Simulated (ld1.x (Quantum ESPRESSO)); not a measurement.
# What one change does to a pseudopotential (Mo, TM)

Mo (Z = 42), norm-conserving Troullier–Martins (Kleinman–Bylander form), made with ld1.x (Quantum ESPRESSO) 7.5 (PBEsol, fully relativistic). Core [Kr], reference 4d5 5s0 5p0 (charge +1). Waves: 5s (bound, empty): rc 2.60 bohr; 5p (bound, empty): rc 2.45 bohr; 4d (bound): rc 2.40 bohr. Local part: the d channel. Core correction: Bessel-smoothed model core inside 2.50 bohr.

Open shells are filled in proportion to 2j + 1 (rel_dist='average').

All-electron outer shells of the reference configuration (PBEsol, scalar-relativistic, ld1.x):

| shell | level (eV) | outermost node (bohr) | outermost maximum (bohr) |
| --- | --- | --- | --- |
| 4p | -45.25 | 0.52 | 1.08 |
| 4d | -10.41 | 0.53 | 1.38 |
| 5s | -9.80 | 1.34 | 2.79 |
| 5p | -5.81 | 1.53 | 3.53 |

Change: core correction Bessel-smoothed model core inside 1.42 bohr.

Cutoffs: the cutoffs (Ry, on a coarse ladder) from which the occupation-weighted sum of valence levels, in a spherical-Bessel basis at the reference potential, stays within 10 and 1 mRy of its value at 400 Ry; they do not see the model core or the augmentation charge, which bear on the density cutoff. Errors are all-electron minus pseudo energies relative to the spin-unpolarised reference configuration.

Task: What does the change do?

Result: The potential gets neither clearly harder nor softer (35 Ry and 40 Ry → 35 Ry and 40 Ry); both files keep a bound ghost (p, s); of the 7 tests that both files solve, the error grows in 4 and shrinks in 0 by more than 15 % and 0.3 meV (median size 82.5 → 96.3 meV). In the base the local d channel has no projectors, so it cannot carry the spin–orbit splitting, and the file is wrong for that shell. In the changed file the local d channel has no projectors, so it cannot carry the spin–orbit splitting, and the file is wrong for that shell. A model core, the more so a compact one, raises the density cutoff, which this test does not measure.

```csv
quantity,base,changed
"cutoff, loose",35 Ry,35 Ry
"cutoff, tight",40 Ry,40 Ry
bound ghosts,"s, p3/2, p1/2","s, p3/2, p1/2"
"largest miss of a reference level, eV",0.13,0.13
"error for 4d5 5s1 5p0, meV [ΔE -6.91 eV]",-11,-13
"error for 4d4 5s0 5p0, meV [ΔE 15.45 eV]",-78,-84
"error for 4d3 5s0 5p0, meV [ΔE 42.18 eV]",-433,-489
"error for 4d5 5s0 5p1, meV [ΔE -3.72 eV]",-7.4,-7.8
"error for 4d4 5s1 5p0, meV [ΔE 1.18 eV]",-83,-96
"error for 4d2 5s0 5p0, meV [ΔE 81.65 eV]",-1192,-1418
"error for 4d4 5s1 5p1, meV [ΔE -3.15 eV]",-105,-122
s: phases at 2.84 bohr within 0.05 rad from the reference energy up to (Ry; the scan ends near 5),1.8,1.8
p1/2: phases at 2.84 bohr within 0.05 rad from the reference energy up to (Ry; the scan ends near 5),-0.1,-0.1
p3/2: phases at 2.84 bohr within 0.05 rad from the reference energy up to (Ry; the scan ends near 5),-0.1,-0.1
d3/2: phases at 2.84 bohr within 0.05 rad from the reference energy up to (Ry; the scan ends near 5),1.0,1.0
d5/2: phases at 2.84 bohr within 0.05 rad from the reference energy up to (Ry; the scan ends near 5),1.1,1.1
```

Base: These tests converged, but a pseudo level misses the all-electron one widely, so the file describes the atom poorly there or has found another state: 4d2 5s0 5p0: empty 5p by 4.1 eV. Changed file: These tests converged, but a pseudo level misses the all-electron one widely, so the file describes the atom poorly there or has found another state: 4d3 5s0 5p0: empty 5p by 3.9 eV (a node warning on the way). A true bound ghost makes a file unfit for plane-wave use even where its test errors are small: the radial tests pick states by their node count and pass the ghost by.
